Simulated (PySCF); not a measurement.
CH7AlOSi, SMILES [CH3][Al]([OH])[SiH3]. The structure is a stationary point at r2SCAN-D4/def2-SVP. Other conformers were not sampled.

Computed equilibrium geometry at r2SCAN-D4/def2-SVP (PySCF confirms it by a frequency run) as a Z-matrix (one conformer of several):
```
Al
O 1 1.7119
H 2 0.9611 1 126.51
C 1 1.9455 2 116.06 3 -179.94
H 4 1.1022 1 111.47 2 -0.64
H 4 1.1041 5 107.87 1 123.00
H 4 1.1042 5 107.82 6 114.18
Si 1 2.4625 2 120.42 3 0.00
H 8 1.5000 1 113.36 2 0.59
H 8 1.5010 9 106.96 1 -123.26
H 8 1.5010 9 106.94 10 -113.53
```
Charge 0, spin multiplicity 1.
